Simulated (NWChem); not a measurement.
# CH5FGe; SMILES [CH3][GeH2][F]

```xyz
8

Ge     0.3232     0.1024     0.0007
C     -0.7192    -1.5483     0.0016
F     -0.8264     1.4443     0.0005
H      1.1788     0.2714     1.2856
H      1.1782     0.2706    -1.2847
H     -1.3574    -1.5967    -0.9015
H     -0.0396    -2.4238     0.0064
H     -1.3634    -1.5915     0.9007
```
Atoms are numbered in this order, from 1.

Level: PBE-D3(BJ)/def2-SVP (NWChem), optimised geometry, unscaled harmonic frequencies. 

```
frequency (cm⁻¹)  IR intensity (km/mol)
----------------  ---------------------
110                                 0.3
188                                 5.6
437                                16.1
594                                14.8
639                                19.6
675                                71.7
708                                40.4
823                                40.3
826                                80.5
845                                78.2
1207                                9.1
1379                                2.9
1385                                4.7
2076                               92.5
2086                              155.6
2989                                1.3
3095                                1.8
3106                                0.8
```

```
Property                                                                            Value
-----------------------------------------------------------------------  ----------------
zero-point energy                                                           33.1 kcal/mol
thermal correction to the enthalpy at 298.15 K (with zero-point energy)     36.9 kcal/mol
heat capacity Cv                                                         17.1 cal/(mol K)
entropy at 298.15 K and 1 atm (symmetry number 1)                        72.8 cal/(mol K)
dipole moment                                                                      2.31 D
```

Rigid rotor and harmonic oscillator.
